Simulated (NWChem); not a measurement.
Species: C$_{2}$HBCl$_{2}$; SMILES C#CB(Cl)Cl

All runs: NWChem. Pople sets run with spherical d functions. Geometry: optimised at PBE0/def2-SVP.

Among these, which level gives the highest value of “orbital gap (eV)”?
A. Hartree-Fock/6-31+G*
B. Hartree-Fock/STO-3G
C. Hartree-Fock/3-21G
D. Hartree-Fock/6-31G*

B, Hartree-Fock/STO-3G. Values: Hartree-Fock/6-31+G* 12.57; Hartree-Fock/6-31G* 12.75; Hartree-Fock/3-21G 12.77; Hartree-Fock/STO-3G 14.05
